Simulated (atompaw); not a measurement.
# Plane-wave convergence, PAW (atompaw) potential for niobium

```json
{"Element": "Nb (Z = 41)", "Generator": "atompaw 4.2.0.5", "Type": "PAW", "Functional": "LDA (PW92)", "Relativity": "scalar-relativistic", "Frozen core": "[Ar] 3d10 4s2", "Valence charge": "11", "Reference configuration": "4p6 4d4 5s1 5p0", "Partial waves": "5s (bound): rc 2.75 bohr; 5s channel at 0.25 Ry: rc 2.55 bohr; 4p (bound): rc 2.05 bohr; 5p (bound, empty): rc 2.75 bohr; 4d (bound): rc 2.75 bohr; 4d channel at 1.35 Ry: rc 2.75 bohr", "Local potential": "bessel scheme, radius 2.55 bohr", "Core correction": "smooth core density matched at 1.95 bohr", "Augmentation charge": "besselshape compensation charge, radius 2.60 bohr; PAW radius 2.75 bohr; waves and projectors: custom polynom vanderbiltortho"}
```

The pseudo-atom Hamiltonian at the reference potential is diagonalised in spherical Bessel functions j_l(qr) that vanish at 20 bohr, with q² up to the cutoff. All-electron valence levels (Ry): 5s -0.3083, 4p -2.5439, 5p -0.0897, 4d -0.2358.

Task: How do the lowest levels (Ry) of each channel move with the cutoff, and are there ghosts?

Result:

```csv
cutoff (Ry),s #1,s #2,s #3,p #1,p #2,d #1,f #1,Σ f·Δε (mRy)
8,-6.3023,-0.3082,0.0069,-2.0535,-0.0889,-0.2090,0.1044,3049.8
10,-6.4817,-0.3082,0.0069,-2.3828,-0.0896,-0.2313,0.1044,984.5
12,-6.5569,-0.3082,0.0069,-2.4978,-0.0896,-0.2349,0.1044,280.4
15,-6.8596,-0.3083,0.0068,-2.5390,-0.0896,-0.2350,0.1044,32.6
18,-7.2560,-0.3083,0.0068,-2.5423,-0.0897,-0.2354,0.1044,11.0
21,-7.3087,-0.3083,0.0068,-2.5425,-0.0897,-0.2356,0.1044,9.1
25,-7.3114,-0.3083,0.0068,-2.5429,-0.0897,-0.2357,0.1044,6.0
30,-7.3506,-0.3083,0.0068,-2.5436,-0.0897,-0.2357,0.1044,1.9
35,-7.3732,-0.3083,0.0068,-2.5438,-0.0897,-0.2357,0.1044,0.5
40,-7.3748,-0.3083,0.0068,-2.5438,-0.0897,-0.2357,0.1044,0.4
45,-7.3797,-0.3083,0.0068,-2.5438,-0.0897,-0.2357,0.1044,0.4
400,-7.3880,-0.3083,0.0068,-2.5439,-0.0897,-0.2357,0.1044,0.0
```

Result: ghost state, extra bound levels that the all-electron valence spectrum of the same l lacks: s at -100.5 eV (a true bound ghost makes a file unfit for plane-wave use); 10 mRy is reached at 21 Ry and 1 mRy at 35 Ry.
